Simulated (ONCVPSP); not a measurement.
## Before and after: ONCV potential for molybdenum

```json
{
 "Element": "Mo (Z = 42)",
 "Generator": "ONCVPSP 4.0.1",
 "Type": "optimised norm-conserving Vanderbilt (ONCV)",
 "Functional": "PBE",
 "Relativity": "fully relativistic",
 "Frozen core": "[Ar] 3d10",
 "Valence charge": "14",
 "Reference configuration": "4s2 4p6 4d5 5s0.5 (charge +0.5)",
 "Partial waves": "4s+5s: rc 1.85 bohr, ncon 3, nbas 7, qcut 4.9 1/bohr, 2 projectors; 4p: rc 1.40 bohr, ncon 3, nbas 7, qcut 6.8 1/bohr, 2 projectors, debl 2.5 Ha; 4d: rc 1.85 bohr, ncon 4, nbas 9, qcut 9.6 1/bohr, 2 projectors, debl 0.6 Ha",
 "Local potential": "polynomial inside 0.90 bohr (lpopt 5, dvloc0 3 Ha)",
 "Core correction": "none"
}
```

Open shells are filled in proportion to 2j + 1.

All-electron outer shells of the reference configuration (PBE, scalar-relativistic, ld1.x):

```tsv
shell	level (eV)	outermost node (bohr)	outermost maximum (bohr)
3d	-224.15	–	0.32
4s	-67.56	0.51	0.99
4p	-41.72	0.52	1.08
4d	-6.94	0.53	1.38
5s	-6.86	1.34	2.86
```

Change: s: qcut 5.1; p: qcut 7; d: qcut 9.9.

Cutoffs: the cutoffs (Ha) at which the residual kinetic energy of the hardest occupied pseudo-wave falls to 1 and 0.1 mHa per electron; they do not see the model core or the augmentation charge, which bear on the density cutoff. Errors are all-electron minus pseudo energies relative to the spin-unpolarised reference configuration.

Q: How do hardness, ghosts and transferability respond?

A: The potential gets neither clearly harder nor softer (22 Ha and 50 Ha → 22 Ha and 36 Ha); the d channel sets the loose cutoff, while the largest relative change is in s, which becomes harder; the errors of the 4 common tests hardly move; neither file shows a bound ghost.

```csv
quantity,base,changed
"cutoff, loose",22 Ha,22 Ha
"cutoff, tight",50 Ha,36 Ha
loose cutoff by channel,"s 6.0 Ha, p 19 Ha, d 22 Ha","s 8.1 Ha, p 19 Ha, d 22 Ha"
bound ghosts,none,none
GHOST(+) flags under 300 eV,s at 53.2 eV,s at 54.6 eV
"error for 4s2 4p6 4d5 5s1, meV [ΔE -2.73 eV]",-0.3,-0.3
"error for 4s2 4p6 4d5 5s0, meV [ΔE 4.16 eV]",-0.3,-0.2
"error for 4s2 4p6 4d4 5s0, meV [ΔE 19.62 eV]",+0.4,+0.3
"error for 4s1 4p6 4d5 5s1, meV [ΔE 67.46 eV]",-299,-286
s: phases at 1.88 bohr within 0.05 rad from the reference energy up to (Ha; the scan ends near 5),1.0,1.2
p3/2: phases at 1.42 bohr within 0.05 rad from the reference energy up to (Ha; the scan ends near 5),to the end of the scan,to the end of the scan
p1/2: phases at 1.42 bohr within 0.05 rad from the reference energy up to (Ha; the scan ends near 5),4.9,4.9
d5/2: phases at 1.88 bohr within 0.05 rad from the reference energy up to (Ha; the scan ends near 5),to the end of the scan,to the end of the scan
d3/2: phases at 1.88 bohr within 0.05 rad from the reference energy up to (Ha; the scan ends near 5),to the end of the scan,to the end of the scan
```
